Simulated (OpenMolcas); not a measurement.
## Cu6+, Ag6+, Au6+: d⁵ down the group

```yaml
Program: OpenMolcas 26.06
Method: CASSCF
Basis: ANO-R3
Scalar_Hamiltonian: X2C, finite nucleus
Spin-orbit_coupling: RASSI with atomic mean-field integrals over the reference wave functions, term energies averaged over their components
```

Active space for each ion: 5 electrons in 5 orbitals (d).

Computed levels in cm-1 above ⁶S_5/2:

```tsv
Level	Cu6+	Ag6+	Au6+
⁴G_7/2	51777	35842	31321
⁴G_11/2	51805	36024	32858
⁴G_9/2	51840	36226	34653
⁴P_1/2	59826	41422	37648
⁴D_7/2	64182	43972	42563
⁴D_1/2	64526	45766	49109
²I_11/2	73722	51038	48136
²I_13/2	73977	52315	53075
²F_7/2(1)	85545	61980	70009
weight of ⁶S in the lowest level (%)	100	98	82
```

Mixed levels, with the weight of the term that names them: Ag6+ ²F_7/2(1) (56 %), Au6+ ⁴G_7/2 (63 %), Au6+ ⁴G_11/2 (74 %), Au6+ ⁴P_1/2 (63 %), Au6+ ⁴D_7/2 (63 %), Au6+ ⁴D_1/2 (70 %), Au6+ ²I_11/2 (70 %), Au6+ ²F_7/2(1) (61 %).

Measured, with the error of the calculation in %. Measured levels: Cu6+, Ag6+ from the list in Gamrath, thesis, University of Mons (2023).

```
    Level           Cu6+           Ag6+
   ⁴G_7/2                 30378 (+18.0)
  ⁴G_11/2                 30662 (+17.5)
   ⁴G_9/2                 30907 (+17.2)
   ⁴P_1/2  51407 (+16.4)  34605 (+19.7)
   ⁴D_7/2  55742 (+15.1)  36485 (+20.5)
   ⁴D_1/2  56210 (+14.8)  38685 (+18.3)
  ²I_11/2   67757 (+8.8)  44011 (+16.0)
  ²I_13/2   67918 (+8.9)  45546 (+14.9)
²F_7/2(1)  74408 (+15.0)  53353 (+16.2)
```

Without spin-orbit coupling ⁴G lies 51795, 35977, 32428 cm-1 above ⁶S in that order; the difference to the level ⁴G_7/2, of either sign, comes from spin-orbit coupling, which also lowers the zero.

Without dynamic correlation excited terms often stand tens of per cent too high (terms of higher spin than the ground term too low), and those without a measured partner can miss by more than the paired ones. Computed and measured levels are paired by configuration, term and J; levels that our copy of the source lacks, or whose pairing is in doubt (as where it misses far off the trend of its configuration), stay unpaired and out of the deviations. Levels of configurations outside the active space are missing.

A number in round brackets counts repeated terms of one configuration in the order of the reference energies.
